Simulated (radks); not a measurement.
Coulomb parameter of the 4f shell of the samarium ion Sm3+ in the model configuration [Xe] 4f4 5d1, as a second difference U = [E(n + 0.25) + E(n - 0.25) - 2 E(n)] / (0.25)^2 with all orbitals relaxed. "Bare": the charge of the atom changes with n. "Screened": the 5d shell takes up the change at fixed total charge, which measures U(4f,4f) + U(5d,5d) - 2 U(4f,5d). All-electron calculation, scalar-relativistic Kohn-Sham, PBE, spin-unpolarised, spherical densities, point nucleus. Program: a radial shooting solver on a logarithmic mesh with Libxc functionals.

case                 configuration  E - E(n) (eV)
start                 [Xe] 4f4 5d1          0.000
bare +0.25         [Xe] 4f4.25 5d1         -9.255
bare -0.25         [Xe] 4f3.75 5d1         10.458
screened +0.25  [Xe] 4f4.25 5d0.75         -3.112
screened -0.25  [Xe] 4f3.75 5d1.25          3.455

U(bare) = 19.249 eV, U(screened by 5d) = 5.498 eV, against the Slater integral F0(4f,4f) = 29.418 eV with frozen orbitals.
